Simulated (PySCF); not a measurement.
HO3S, SMILES O=[S](=O)O, multiplicity 2.

Geometry optimised at B3LYP-D3(BJ)/def2-SVP. The isomer is the one that the SMILES or the coordinates give; other isomers of the formula were not compared. One conformer was computed; it need not be the lowest.

Two levels are set side by side: PBE/def2-TZVPD (PySCF) and CAM-B3LYP/def2-TZVPD (PySCF). Same geometry, gas phase. Differences are taken from unrounded values.

```tsv
quantity	CAM-B3LYP
α-spin orbital gap (eV)	10.28
β-spin orbital gap (eV)	7.58
dipole moment (D)	2.71
mean polarisability (bohr³)	34.8
```

**Question.** What does PBE give, and how far is it from CAM-B3LYP? (The exact figures need the calculation; the answer reports its results.)

**Answer.** 
```csv
quantity,PBE,PBE minus CAM-B3LYP
α-spin orbital gap (eV),5.77,-4.51
β-spin orbital gap (eV),2.54,-5.04
dipole moment (D),2.54,-0.18
mean polarisability (bohr³),36.1,1.3
```

PBE's more diffuse valence density responds more strongly to a field. Differences between two approximate levels are no errors against the true value.

Rough cost on one machine, each run with all the roots and properties that it gave: CAM-B3LYP against PBE within a factor of 2.
